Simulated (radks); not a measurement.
Results of a calculation; reference values are marked as such.
Ionisation of Nd+, [Xe] 4f4 6s1, to Nd2+, [Xe] 4f4, under several functionals. Scalar-relativistic Kohn-Sham, spin-polarised, spherical densities, point nucleus; open shells are filled with parallel spins first (spin-orbit coupling, left out, can overturn this in heavy ions); a radial shooting solver on a logarithmic mesh with Libxc functionals.

| functional | E(Nd+) (hartree) | Exc (hartree) | IE (eV) | -e(HOMO) (eV) | <r> HOMO (bohr) | IE error (eV) |
|---|---|---|---|---|---|---|
| PW91 | -9625.0599 | -223.3198 | 11.089 | 8.575 | 1.089 | +0.306 |
| BLYP | -9624.6414 | -222.8845 | 11.072 | 8.268 | 1.091 | +0.289 |
| XLYP | -9625.3397 | -223.5864 | 11.117 | 8.288 | 1.091 | +0.334 |
| LDA (Slater exchange, VWN5 correlation) | -9617.0012 | -215.2244 | 11.237 | 8.734 | 1.088 | +0.454 |
| PBEsol | -9620.3595 | -218.5905 | 10.994 | 8.549 | 1.090 | +0.211 |
| HCTH/407 | -9629.6750 | -228.2142 | 10.747 | 8.433 | 3.974 | -0.036 |
| B86b exchange with PBE correlation | -9624.7848 | -223.0404 | 11.063 | 8.526 | 1.090 | +0.280 |
| OLYP | -9627.4489 | -225.8671 | 10.755 | 8.231 | 4.010 | -0.028 |

NIST Atomic Spectra Database: 10.78 eV (semi-empirical). Closest: OLYP. The Delta-SCF values span 0.49 eV, the total energies 12.67 hartree. The highest occupied level is 4f. Open shells are spherical and high-spin; term and fine-structure splittings are not resolved. Spin-orbit splitting is averaged out at the scalar-relativistic level.
